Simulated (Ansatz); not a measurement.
Harmonic frequencies (cm⁻¹) at PBE0-D4/def2-TZVP from Ansatz: 169, 169, 506, 506, 526, 526, 569, 655, 816, 965, 1030, 1030.

Task: Which molecule is it?
A. `F[P+](F)(F)[Ag-][Cl]`
B. `CC(=O)F`
C. `[F][Cu-][P+](F)(F)F`
D. `FP(F)(F)(F)F`

Result: D.
